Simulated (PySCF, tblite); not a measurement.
C₆H₁₂AlN.
SMILES: `C=CC[C](=C)[AlH][NH]C`

Jobs on this species (20 atoms, 68 electrons) with PySCF (density fitting) and tblite. Hardware of each: one thread of an Arm Neoverse V2 (shared host). Other jobs ran on the host; a repeat could differ by tens of per cent or more.

Question: Rank these jobs by wall time, shortest first.
A. GFN2-xTB; L-BFGS relaxation
B. PBE0/pcSseg-1; shieldings, charges and field gradients; 203 basis functions
C. GFN2-xTB; Hessian by finite differences

Answer: C (0.72 s), A (1.6 s), B (36 s).

All jobs:

```json
{"level and settings": "GFN2-xTB", "work": "Hessian by finite differences", "basis functions": "–", "SCF cycles": "–", "wall time": "0.72 s"}
{"level and settings": "GFN2-xTB", "work": "L-BFGS relaxation", "basis functions": "–", "SCF cycles": "–", "wall time": "1.6 s"}
{"level and settings": "PBE0/pcSseg-1", "work": "shieldings, charges and field gradients", "basis functions": "203", "SCF cycles": "14", "wall time": "36 s"}
```

What do all jobs in the table cost together?

About 38 s; the longest takes about 94 % of that, and about 50 times as long as the shortest.
